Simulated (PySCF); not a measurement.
Unrelated species, one level of theory. Method used: TDDFT CAM-B3LYP/def2-SVPD, vertical, gas phase, core orbitals frozen in the response in PySCF. Geometries: PBE0-D3(BJ)/def2-SVP; one conformer of each isolated species. Triplets are in the Tamm–Dancoff approximation. Atoms past krypton carry core potentials; spin–orbit coupling is left out.

Question: Rank by computed lowest singlet excitation energy, highest first.
A. `[SiH3][SiH2][SiH2]Cl`
B. `[Cl][Ta]([Cl])([Cl])=[Se]`
C. `[BeH][CH3]`
D. `[S+]#[Si-]`
E. `O=[S@]1C=CCCC1`
F. `BC1=CC1`

Answer: C (6.55 eV), A (6.21 eV), E (4.98 eV), F (4.36 eV), D (4.10 eV), B (3.23 eV).

| SMILES | S1 (eV) | LUMO (eV) | α (au) | f (S1) | HOMO (eV) | S1 mainly |
| --- | --- | --- | --- | --- | --- | --- |
| [H][Be][CH3] | 6.55 | 0.42 | 31.2 | 0.003 | -9.92 | H→L/L+1 (87%) |
| [SiH3][SiH2][SiH2]Cl | 6.21 | 0.22 | 102.3 | 0.026 | -9.27 | H→L (86%) |
| O=[S@]1C=CCCC1 | 4.98 | 0.38 | 81.4 | 0.025 | -7.93 | H→L (90%) |
| BC1=CC1 | 4.36 | -0.88 | 50.7 | 0.052 | -8.63 | H→L (91%) |
| [Si-]#[S+] | 4.10 | -1.30 | 48.7 | 0.000 | -9.43 | H-2/H-1→L/L+1 (≥74%) |
| [Cl][Ta]([Cl])([Cl])=[Se] | 3.23 | -2.09 | 110.6 | 0.000 | -9.13 | H-1/H→L/L+1 (≥91%) |

H and L stand for HOMO and LUMO. A slash joins orbitals within 0.01 eV of each other, whose weights are summed (≥ marks a lower bound).
